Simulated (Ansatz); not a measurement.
Reaction (formal exchange of groups at the Si–C bond): `FC[SiH]([SiH3])Cl` + `O[SiH3]` → `O[SiH2][SiH]([SiH3])Cl` + `CF`

Isolated molecules relaxed with PBE0-D4/def2-TZVP in Ansatz; ΔE leaves out vibrations. CCSD(T)/CBS adds triple-zeta CCSD(T) − MP2 to the extrapolated MP2 energy (def2 sets, frozen cores). This one scheme is used for every species. Functionals use def2-TZVPP. One conformer a species, not always the lowest.

CCSD(T)/CBS gives -17.8 kJ/mol.

Question: Another level gave -16.0 kJ/mol. Which?
A. ωB97M-V/def2-TZVPP
B. ωB97X-V/def2-TZVPP
C. PBE/def2-TZVPP
D. r2SCAN-D4/def2-TZVPP

Answer: B. ωB97X-V -16.0, ωB97M-V -11.5, r2SCAN-D4 -21.1, PBE -26.3 kJ/mol.

Largest T1 diagnostic among the species: 0.012.

In def2-TZVPP, CCSD(T) changes the Hartree–Fock value by −7.8 kJ/mol (the triples alone add −1.5 kJ/mol) and MP2 by −5.0 kJ/mol. The D4 term adds −4.7 kJ/mol with B3LYP and −2.8 kJ/mol with PBE0; it sums over pairs of atoms, weighted by their polarisabilities, and B3LYP, whose exchange is more repulsive, gets the larger term.

B3LYP here is the variant with VWN-RPA as its local correlation; programs differ in this.
